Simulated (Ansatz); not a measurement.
Species: C4H3O2 (charge 0, doublet). It need not be the lowest isomer of its formula. SMILES: [O]c1ccco1
Structure (B3LYP-D3(BJ)/def2-TZVP (Ansatz, a program for electronic structure) minimum search):
```xyz
9

O      1.9006    -0.6054    -0.2355
C      0.7873    -0.1734    -0.1163
C      0.1875     1.1252    -0.3104
C     -1.1596     1.0256    -0.0153
C     -1.3963    -0.2914     0.3514
O     -0.2824    -1.0343     0.3074
H      0.7469     1.9867    -0.6317
H     -1.9036     1.8038    -0.0543
H     -2.3028    -0.7892     0.6544
```
Charge 0, spin multiplicity 2.

Computed values are from Ansatz. Valence correlation only, unless marked. Open shells are spin-unrestricted. No spin-orbit coupling. No relativistic terms. CBS(X,Y): correlation extrapolated as X^-3; Hartree-Fock from the larger set.

The atomisation energy De is 1018.4 kcal/mol at CCSD(T)/CBS(cc-pVTZ,cc-pVQZ), the total energy is -304.2884 Eh at CCSD(T)/CBS(cc-pVTZ,cc-pVQZ) and the dipole moment is 4.17 D at CCSD(T)/aug-cc-pVDZ. The T1 diagnostic comes out as 0.028 at CCSD/cc-pVQZ.

The UHF reference is spin-contaminated (<S^2> 0.21 over the pure value in the largest basis).
